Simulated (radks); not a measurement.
Task: Neutral helium, 2 electrons, occupied as 1s1.5 2s0.5 (fractional occupations, a model configuration). Method: Dirac Kohn-Sham, LDA (Slater exchange, Perdew-Wang correlation), spin-unpolarised, spherical densities, finite nucleus; Gaussian nuclear charge, rms radius 1.6755 fm; computed with a radial shooting solver on a logarithmic mesh with Libxc functionals. Some entries of the table are withheld. Estimate them.

orbital  occ.  eigenvalue (eV)  <1/r> (bohr^-1)
1s1/2     1.5              (1)              (2)
2s1/2     0.5              (3)              (4)
2p1/2       0              (5)           0.1791
2p3/2       0              (6)           0.1791

Result: 
(1) 1s1/2 eigenvalue (eV): -23.4515
(2) 1s1/2 <1/r> (bohr^-1): 1.782
(3) 2s1/2 eigenvalue (eV): -1.5515
(4) 2s1/2 <1/r> (bohr^-1): 0.2344
(5) 2p1/2 eigenvalue (eV): -0.7420
(6) 2p3/2 eigenvalue (eV): -0.7420
